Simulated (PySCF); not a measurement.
## Simulated absorption spectrum

Compound: C4H9BO2S.
SMILES: `COB(OC)C(C)=S`

Theory: TDDFT CAM-B3LYP/def2-SVPD, vertical, gas phase, core orbitals frozen in the response (PySCF). Geometry: PBE0-D3(BJ)/def2-SVP, one conformer, isolated molecule. Torsions of this conformer, `[CH3:1][O:2][B:3]([O:4][CH3:5])[C:6]([CH3:7])=[S:8]`: C1–O2–B3–O4 180°, O2–B3–O4–C5 -3°, O2–B3–C6–C7 -137°.

Computed states:

```
state  E (eV)       f
   S1    2.18  0.0002
   S2    5.54   0.179
   S3    5.64   0.017
   S4    5.87   0.015
   S5    5.93   0.054
   S6    6.31   0.056
```

Each state is given a Gaussian of 0.4 eV full width at half maximum, with ε(max) = 2.175×10⁸ f / Δν̃ (Δν̃ the width in cm⁻¹). The width is an assumption, not a result. The curve ends short of the highest state used, and states not computed would add to its high-energy end.

Problem. Give the broadened spectrum and its maxima.

Solution. 
(E (eV), ε (L mol⁻¹ cm⁻¹)): (1.58, 0), (1.70, 0), (1.81, 1), (1.93, 5), (2.05, 10), (2.17, 13), (2.29, 11), (2.40, 6), (2.52, 2), (2.64, 0), (2.76, 0), (2.88, 0), (3.00, 0), (3.11, 0), (3.23, 0), (3.35, 0), (3.47, 0), (3.59, 0), (3.70, 0), (3.82, 0), (3.94, 0), (4.06, 0), (4.18, 0), (4.30, 0), (4.41, 0), (4.53, 0), (4.65, 0), (4.77, 0), (4.89, 9), (5.00, 83), (5.12, 608), (5.24, 2705), (5.36, 7359), (5.48, 12352), (5.60, 13231), (5.71, 10478)

Maxima: 570 nm (2.18 eV), ε about 13, made up of S1 (100%); 223 nm (5.56 eV), ε about 14000, made up of S2 (89%) (ε in L mol⁻¹ cm⁻¹; maxima over ε = 5, shares over 10%).

Problem. What would ε be at 5.56 eV, the highest of these maxima, with half the width (0.2 eV)?

Solution. About 24800 L mol⁻¹ cm⁻¹ against 13500, a factor of about 1.8; a lone state at its own centre would give exactly 2.

Problem. Does any computed singlet lie in the visible range?

Solution. S1 lies in the visible range (380 to 750 nm), at 569 nm, dark in the vertical dipole picture (f under 0.0005); light of that wavelength is yellow-green, and its complementary colour is violet.

Problem. On this curve, what absorbance would a 10⁻⁴ mol/L sample give at 633 nm over a 1 cm path?

Solution. 633 nm is 1.959 eV, where ε is about 5.9 L mol⁻¹ cm⁻¹, so A = ε c l ≈ 0.00059 (Beer–Lambert, with the gas-phase spectrum and the assumed width).
